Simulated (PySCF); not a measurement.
CH₇GeN, SMILES [NH2][GeH2][CH3]. Geometry: PBE-D3(BJ)/def2-SVP. This is a generated structure with no PubChem entry under its InChIKey; it may be hypothetical. One conformer was computed; it need not be the lowest.

Calculation: PBE-D3(BJ)/def2-SVP (PySCF).

Harmonic wavenumbers (cm⁻¹): 129, 164, 184, 406, 549, 573, 623, 647, 719, 819, 826, 828, 912, 1198, 1384, 1385, 1505, 2070, 2078, 2977, 3082, 3087, 3428, 3522. Rotational constants (GHz): 13.89, 5.434, 4.326; symmetry number 1.

Q: Work out the zero-point energy and the ideal-gas rigid-rotor harmonic-oscillator thermochemistry at 298.15 K and 1 atm.

A: ZPE = ½ Σ hcν = ½ × 33097 cm⁻¹ = 197.96 kJ/mol. H − E(el) = 216.41 kJ/mol. Entropy in J/(mol K): translation 166.87, rotation 102.10, vibration 48.56, total 317.53. G − E(el) = 121.74 kJ/mol. Cp = 95.64 J/(mol K). Modes under 150 cm⁻¹ make the vibrational entropy uncertain.
